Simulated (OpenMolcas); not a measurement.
**Tm2+: moving the ligands**

Tm2+ with its 6 nearest fluoride ions at 2.313 Å, on the Ca site of CsCaF3 (a = 4.526 Å, distance in the model lattice 2.263 Å). The rest of the host is ab initio model potentials to 7.6 Å, with orthogonalisation functions on the cations behind the ligands, and point charges beyond; the distance is set by hand and nothing relaxes. Ligand basis ANO-RCC-VDZP.

```
Program             : OpenMolcas
Method              : SS-CASPT2, IPEA 0.25 Eh, imaginary shift 0.1 Eh (closed shells correlated: 5s 5p and the ligand valence shells)
Basis               : ANO-RCC-VDZP [7s6p4d2f1g]
Scalar Hamiltonian  : DKH2, point nucleus
Active space        : 13 electrons in 7 orbitals (4f)
State averaging     : 2S+1 = 2 odd, 7 roots
Spin-orbit coupling : RASSI with atomic mean-field integrals over the reference wave functions
```

Runs around this geometry, states (labels of O, the rotations of Oh). Energies in cm-1 above the lowest state or level, χT in cm3 K/mol; under a threefold ground state the first gap can be a small split of the lowest multiplet, not the spin-orbit step.

```
R (Å)  Ground state  First state of that spin  First gap with spin-orbit (degeneracies)  Width of lowest J  χT at 300 K
2.263           2T1                   2T2 560                                340 (2, 4)                760        2.230
2.313           2T1                   2T2 500                                310 (2, 4)                681        2.282
 2.34           2T1                   2T2 470                                300 (2, 4)                654        2.305
```

Taking the width of the lowest J multiplet as R^-n, n = -ln(654 / 760) / ln(2.34 / 2.263) = 4.5 between the shortest and longest distance.

Roots that are degenerate in the reference are averaged as groups; the widest CASPT2 spread within a group is 17 cm-1 (the 3-fold group of multiplicity 2 near 556 cm-1 above the lowest state of its run, R = 2.263). Shifts and gaps below about the spread of the groups concerned are not significant. Over all roots computed the reference weight is 0.69 in R = 2.263, 0.69 in R = 2.313, 0.69 in R = 2.34; a low but even weight reflects the number of correlated electrons. Splittings of an f shell from a small cluster at a set distance can be off by tens of per cent, mostly too small. No measured value stands beside these numbers; the geometry was set by hand and not optimised.
